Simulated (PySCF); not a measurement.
Method: PBE-D3(BJ)/def2-TZVP // PBE0-D3(BJ)/def2-SVP run with PySCF. Isolated molecules, 0 K electronic values unless said otherwise. One relaxed conformer stands for a flexible species; it need not be the lowest. Delta-SCF ions had no search for a lower state. Excitations are Tamm–Dancoff values on a coarser integration grid. The basis has no diffuse functions, so Rydberg states are missing or too high.

Reference species (SMILES): `[CH3][GeH2][GeH2][GeH2][GeH2][CH3]` (neutral, multiplicity 1).

| Item | Value |
|---|---|
| HOMO | -6.18 eV |
| HOMO–LUMO gap | 5.23 eV |
| vertical ionisation energy (Delta-SCF) | 8.36 eV |
| S1–T1 gap (TDA) | 0.81 eV |

Changed species: `[CH3][GeH2][GeH2][CH3]` (C–Ge–Ge–C torsion 179°) (n = 2; the reference has n = 4).

Question: What does the change do to the HOMO, HOMO–LUMO gap, vertical ionisation energy (Delta-SCF) and S1–T1 gap (TDA)?

Answer: the HOMO falls by 0.33 eV, to -6.51 eV; the HOMO–LUMO gap goes up by 0.82 eV, to 6.05 eV; the vertical ionisation energy (Delta-SCF) goes up by 0.87 eV, to 9.23 eV; the S1–T1 gap (TDA) falls by 0.26 eV, to 0.55 eV.
